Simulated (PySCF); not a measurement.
# Stretching BeB

Set-up: basis Be STO-3G, B STO-3G; no relativity; PySCF 2.14. Energies in eV from Be + B in their ground configurations at the same level. State: ⁴Σ⁻ (quartet), unpaired electrons σ ↑, π ↑↑.

All columns are PBE0. A positive dipole means Be(−)B(+).

```tsv
R (Å)	E (eV)	μ (D)	Mulliken charge on Be (basis-dependent)	HOMO (eV)	LUMO (eV)	Mayer bond order	⟨S²⟩
1.403	-1.440	-0.70	-0.16	-4.46	-0.91	2.20	3.77
1.468	-1.912	-0.66	-0.15	-4.17	-0.88	2.17	3.77
1.533	-2.186	-0.62	-0.15	-3.91	-0.86	2.14	3.77
1.582	-2.289	-0.58	-0.14	-3.73	-0.85	2.12	3.78
1.631	-2.319	-0.53	-0.14	-3.56	-0.84	2.09	3.78
1.680	-2.290	-0.48	-0.14	-3.41	-0.83	2.07	3.78
1.745	-2.177	-0.42	-0.13	-3.22	-0.81	2.03	3.78
1.827	-1.946	-0.34	-0.12	-3.01	-0.80	1.98	3.79
1.925	-1.578	-0.24	-0.11	-2.78	-0.77	1.92	3.79
2.055	-1.002	-0.13	-0.10	-2.50	-0.71	1.83	3.80
```

A fit through these points gives, at Re = 1.630 Å, μ = -0.53 D and dμ/dR = 0.944 D/Å; the reduced mass is 4.956 u.

**Question.** How strong is the fundamental in the double-harmonic approximation, I = 42.26·(dμ/dR)²/μred km/mol?

**Answer.** I = 42.26·(0.944)²/4.956 = 7.60 km/mol at PBE0.

STO-3G is very small, so such numbers show the basis as much as the molecule. The state is the lowest determinant that a PBE0 search found; another state may lie lower at other levels.
